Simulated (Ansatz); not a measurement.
Reaction (formal exchange of groups at a Te–C bond): `C=C[Te][SiH3]` + `OBO` → `OB(O)[Te][SiH3]` + `C=C`

Program: Ansatz. Geometries: PBE0-D4/def2-TZVP. ΔE: electronic, gas phase. CCSD(T)/CBS is the MP2 limit (def2-TZVPP, def2-QZVPP) plus CCSD(T) − MP2 in def2-TZVPP, frozen cores. This one scheme is used for every species. DFT in def2-TZVPP. Elements past krypton have def2 core potentials. For Te outer-core shells are correlated without core-valence functions, which leaves a few kJ/mol of doubt a bond. One conformer a species, not always the lowest.

| level | ΔE (eV) |
| --- | --- |
| PBE-D4 | -0.74 |
| r2SCAN-D4 | -0.76 |
| ωB97M-V | -0.75 |
| CCSD(T)/def2-TZVPP | -0.72 |

(1) What does CCSD(T)/CBS give? (Best estimate.)

Largest T1 diagnostic among the species: 0.013.

Answers

(1) Ansatz gave: -0.72 eV. The listed levels differ from it by -0.02, -0.04, -0.03, 0.00 eV.

From PBE to PBE0 (25 % exact exchange), in def2-TZVPP and without D4, ΔE moves by −0.04 eV.
